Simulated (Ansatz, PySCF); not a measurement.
Gas-phase reaction 2 R1 → P1, each structure at its B3LYP-D3(BJ)/def2-TZVP stationary point, reached from a drawn start (curvature not checked).
R1: OH (SMILES [OH]), charge 0, multiplicity 2.
P1: H2O2 (SMILES OO), charge 0, multiplicity 1.

P less R. No zero-point or thermal terms; singlets are restricted closed shells; open shells are unrestricted; no spin–orbit coupling.

Correlated levels freeze the cores. CBS(a, b) extrapolates the correlation energy as X⁻³ and adds the Hartree–Fock energy of set b.

Codes used: Ansatz (Gaussian basis) for Hartree–Fock, density functionals and correlated methods; PySCF for the D3/D4 terms. Each number belongs to the level named beside it.

| level | reaction energy (kcal/mol) |
|---|---|
| HF/aug-cc-pVTZ | 2.25 |
| PBE/def2-TZVPPD | -62.19 |
| BLYP-D3(BJ)/def2-TZVPPD | -56.81 |
| r2SCAN/def2-TZVPPD | -51.00 |
| PBE0-D4/def2-TZVPPD | -51.96 |
| BHLYP-D4/def2-TZVPPD | -37.68 |
| CAM-B3LYP/def2-TZVPPD | [?] |
| wB97M-V/def2-TZVPPD | [?] |
| CCSD(T)/CBS(aug-cc-pVTZ, aug-cc-pVQZ) | [?] |

Question: Some entries are withheld; supply them.

Answer: 
- CAM-B3LYP/def2-TZVPPD, reaction energy (kcal/mol): -51.65
- wB97M-V/def2-TZVPPD, reaction energy (kcal/mol): -54.00
- CCSD(T)/CBS(aug-cc-pVTZ, aug-cc-pVQZ), reaction energy (kcal/mol): -54.59

Ansatz is an electronic-structure program.
